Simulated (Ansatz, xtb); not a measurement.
## C3H11OSi+: which of two isomers lies lower

Structure X: `C[OH+][SiH](C)C`, a singlet. Structure Y: `CC[OH+][SiH2]C`, a singlet. Both are isolated ions in the gas phase, relaxed with PBE0-D3(BJ)/def2-SVP; the shapes shown needn't be the lowest conformers.

X (Å):

```xyz
16

C     1.8819   -0.3571    0.5837
C    -0.0049    2.7831   -1.6281
C    -1.0606   -0.1900   -1.4898
O     1.4738    0.7188   -0.3067
Si   -0.2747    1.2476   -0.6432
H     1.9954   -1.2855    0.0099
H     1.0911   -0.4565    1.3360
H     2.8204   -0.0632    1.0682
H     2.1755    0.9971   -0.9168
H    -0.7032    1.4453    0.7617
H     0.5957    3.5277   -1.0840
H    -0.9879    3.2418   -1.8290
H     0.4573    2.5783   -2.6067
H    -2.1227    0.0472   -1.6715
H    -1.0354   -1.1028   -0.8753
H    -0.5968   -0.3986   -2.4660
```

Y (Å):

```xyz
16

C     2.5148    0.6129    1.1638
C     1.3084    0.6287    0.2745
C    -0.7117    0.6545   -2.8075
O     1.7065    0.3757   -1.1308
Si    1.0365    1.2002   -2.6213
H     3.2413    1.3870    0.8795
H     2.1899    0.8140    2.1956
H     3.0084   -0.3717    1.1696
H     0.5638   -0.1381    0.5303
H     0.8196    1.6120    0.2401
H     2.3120   -0.3788   -1.2219
H     1.2384    2.6187   -2.2483
H     2.0083    0.6797   -3.6095
H    -1.1337    1.1389   -3.7047
H    -1.3321    0.9572   -1.9502
H    -0.7892   -0.4341   -2.9483
```

Estimate E(Y) − E(X) at the level CCSD(T)/def2-SVP + ΔMP2/def2-TZVPP.

Calculated at CCSD(T)/def2-SVP + ΔMP2/def2-TZVPP: E(Y) − E(X) = +9.1 kcal/mol, so structure X lies lower.

How the difference moves with the method:

```
                             level              geometry  E(Y) − E(X) (kcal/mol)  departure from the last row (kcal/mol)  job, with rough time for the two
                          GFN2-xTB              GFN2-xTB                      −7.4                                   −16.5               optimisation, 0.8 s
                         HF/STO-3G              GFN2-xTB                      +5.5                                    −3.6               single point, 1.3 s
                r2SCAN-D4/def2-SVP              GFN2-xTB                      +8.5                                    −0.6               single point, 9.3 s
              PBE0-D3(BJ)/def2-SVP  PBE0-D3(BJ)/def2-SVP                      +8.8                                    −0.3             optimisation, 3.4 min
                       HF/def2-SVP  PBE0-D3(BJ)/def2-SVP                      +7.0                                    −2.0           part of the CCSD(T) run
                      MP2/def2-SVP  PBE0-D3(BJ)/def2-SVP                      +7.9                                    −1.2           part of the CCSD(T) run
                  CCSD(T)/def2-SVP  PBE0-D3(BJ)/def2-SVP                      +7.1                                    −2.0                      single point
CCSD(T)/def2-SVP + ΔMP2/def2-TZVPP  PBE0-D3(BJ)/def2-SVP                      +9.1                                                     single point, 1.7 min
```

As drawn, Y has 1 C–C, 1 Si–H in place of 1 C–Si, 1 C–H.

GFN2-xTB puts the two in the other order. The largest departure from CCSD(T)/def2-SVP + ΔMP2/def2-TZVPP is that of GFN2-xTB, 16.5 kcal/mol. The last row adds to CCSD(T) the change of the MP2 difference between the two basis sets, here +2.0 kcal/mol.

With harmonic frequencies from PBE0-D3(BJ)/def2-SVP (ideal gas, rigid rotor, one conformer each, 298.15 K, 1 atm): on the last row, ΔE + ΔZPE = +8.9 kcal/mol. A mode under 50 cm⁻¹ makes harmonic enthalpies and free energies unreliable, so none is given.

The correlated steps freeze 9 core orbitals. Programs: Ansatz 0.2.0, xtb 6.7.1; the last row on 2 threads of Intel(R) Xeon(R) Processor @ 2.50GHz (Skylake/Cascade Lake) on a shared host.
